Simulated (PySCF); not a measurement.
C3H2BrCl, SMILES C(=C=CCl)Br.

The structure is a stationary point at B3LYP-D3(BJ)/def2-SVP.

Two levels are set side by side: TDDFT-PBE/def2-SVPD (PySCF) and TDDFT-B3LYP/def2-SVPD (PySCF). Vertical, same geometry. The lowest singlet is HOMO→LUMO 98 % with PBE and HOMO→LUMO 97 % with the other functional; states are paired by order. Differences are taken from unrounded values.

```csv
quantity,TDDFT-B3LYP,TDDFT-PBE,TDDFT-PBE minus TDDFT-B3LYP
lowest singlet excitation (eV),4.54,4.33,-0.21
lowest triplet excitation (TDA) (eV),3.84,3.72,-0.12
first bright state (f over 0.05) (eV),6.03,5.53,-0.50
its oscillator strength,0.73,0.50,-0.23
```

Functionals without exact exchange tend to place singlet excitations lower, as here. Differences between two approximate levels are no errors against the true value.

Rough cost on one machine, each run with all the roots and properties that it gave: TDDFT-B3LYP against TDDFT-PBE about 3 times.
